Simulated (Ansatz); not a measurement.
One change: `O[CH]([SiH3])[SnH3]` becomes `OC([SiH3])[SiH2]Cl`.

Ansatz, PBE0-D4/def2-TZVP geometries, multiplicity 1. Each molecule was computed in one conformer, which needn't be the lowest.

Elements past krypton have def2 core potentials.

```json
{"property": "HOMO–LUMO gap (PBE/def2-TZVPP) / eV", "`O[CH]([SiH3])[SnH3]`": "5.01"}
{"property": "LUMO energy (PBE0/def2-TZVPP) / eV", "`O[CH]([SiH3])[SnH3]`": "-0.15"}
{"property": "LUMO energy (PBE/def2-TZVPP) / eV", "`O[CH]([SiH3])[SnH3]`": "-0.93"}
{"property": "HOMO energy (ωB97M-V/def2-TZVPP) / eV", "`O[CH]([SiH3])[SnH3]`": "-9.38"}
{"property": "size of the dipole moment (ωB97M-V/def2-TZVPP) / D", "`O[CH]([SiH3])[SnH3]`": "1.52"}
{"property": "HOMO energy (B3LYP/def2-TZVPP) / eV", "`O[CH]([SiH3])[SnH3]`": "-7.00"}
```

Task: Give the same properties after the change, and the shifts. (Estimate.)

Result: Computed: 
```csv
property,`OC([SiH3])[SiH2]Cl`,shift
HOMO–LUMO gap (PBE/def2-TZVPP) / eV,5.17,0.16
LUMO energy (PBE0/def2-TZVPP) / eV,-0.41,-0.26
LUMO energy (PBE/def2-TZVPP) / eV,-1.29,-0.36
HOMO energy (ωB97M-V/def2-TZVPP) / eV,-10.24,-0.86
size of the dipole moment (ωB97M-V/def2-TZVPP) / D,1.10,-0.42
HOMO energy (B3LYP/def2-TZVPP) / eV,-7.72,-0.72
```

With PBE0 the HOMO falls by 0.74 eV and the LUMO falls by 0.26 eV, so the gap widens by about 0.48 eV. PBE moves the HOMO by -0.53 eV and ωB97M-V by -0.86 eV. Dipoles are sizes alone; their direction can turn.

B3LYP here is the variant with VWN-RPA as its local correlation; programs differ in this.
